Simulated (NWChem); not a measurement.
Molecule: CH2ClFO2Si; SMILES Cl[Si@@](O)(F)C=O

```xyz
8

O      0.6208     2.3786    -0.2807
C      0.6604     1.4517     0.5121
Si    -0.3644    -0.1034     0.0498
O     -1.0150     0.2366    -1.4098
F     -1.4978    -0.3677     1.1515
Cl     0.8228    -1.7755    -0.0053
H      1.2718     1.5335     1.4370
H     -0.7980     1.1472    -1.6815
```
Atoms are numbered in this order, from 1.

Program: NWChem. Pople sets run with spherical d functions. Coordinates come from a B3LYP/6-31G* (spherical d) optimisation. B3LYP is NWChem's, with the RPA form of VWN correlation. GIAO values for the isolated, static molecule; σ is the absolute isotropic shielding, δ = σ(reference) − σ with the isolated reference molecule computed at the same levels (13C: tetramethylsilane, 19F: trichlorofluoromethane, 1H: tetramethylsilane, 17O: water).

```tsv
level	δ O1 (ppm)	δ C2 (ppm)	δ O4 (ppm)	δ F5 (ppm)	σ Cl6 (ppm)	δ H7 (ppm)	δ H8 (ppm)
B3LYP/6-31G*	794.1	220.4	35.4	-132.6	915.0	11.22	4.03
PBE0/pcSseg-1	916.4	241.5	51.4	-145.1	897.6	11.18	4.52
PBE/pcSseg-1	889.4	239.6	59.1	-160.8	868.8	11.33	4.51
```
